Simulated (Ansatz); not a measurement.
Consider the formal exchange of groups at the Si–Sn bond: `[OH][Sn]([F])([F])[SiH3]` + `CC=C=N` → `CC([SiH3])=C=N` + `[OH][SnH]([F])[F]`.

Program: Ansatz. Geometries: PBE0-D4/def2-TZVP. ΔE: electronic, gas phase. CBS: MP2 limit from def2 TZ/QZ plus the TZ coupled-cluster correction, frozen cores. DFT in def2-TZVPP. B3LYP here is the variant with VWN-RPA as its local correlation; programs differ in this. Elements past krypton have def2 core potentials. For Sn outer-core shells are correlated without core-valence functions, which leaves a few kJ/mol of doubt a bond. Each species was taken in one conformer, which may not be the lowest.

Task: Is it downhill or uphill in electronic energy at CCSD(T)/CBS, and by how much? (Estimate.)

Result: Ansatz gave: Uphill: ΔE = +0.27 eV.

Task: What do these levels give: PBE-D4, r2SCAN-D4, B3LYP-D4, r2SCAN0-D4, CAM-B3LYP-D4, ωB97M-V, PBE, revPBE, LC-ωPBE, CCSD(T)/def2-SVP, CCSD(T)/def2-TZVPP, MP2/def2-QZVPP? (An estimate is asked.)

Result: Ansatz gave: PBE-D4 0.34, r2SCAN-D4 0.26, B3LYP-D4 0.30, r2SCAN0-D4 0.25, CAM-B3LYP-D4 0.27, ωB97M-V 0.24, PBE 0.37, revPBE 0.39, LC-ωPBE 0.26, CCSD(T)/def2-SVP 0.23, CCSD(T)/def2-TZVPP 0.22, MP2/def2-QZVPP 0.19 eV.

Task: What do rigid-rotor, harmonic-oscillator terms from PBE0-D4/def2-TZVP frequencies (298.15 K, 1 bar) make of the CCSD(T)/CBS value? (Estimate.)

Result: Computed: ΔZPE = -0.06 eV, ΔH = +0.19 eV, ΔS = -15 J/(mol·K), ΔG = +0.23 eV. Modes under 50 cm⁻¹ make the entropy rough.

Largest T1 diagnostic among the species: 0.015.

From BLYP to BHLYP (50 % exact exchange), in def2-TZVPP and without D4, ΔE moves by −0.10 eV. The D4 term adds −0.04 eV with B3LYP and −0.02 eV with PBE0; it sums over pairs of atoms, weighted by their polarisabilities, and B3LYP, whose exchange is more repulsive, gets the larger term.
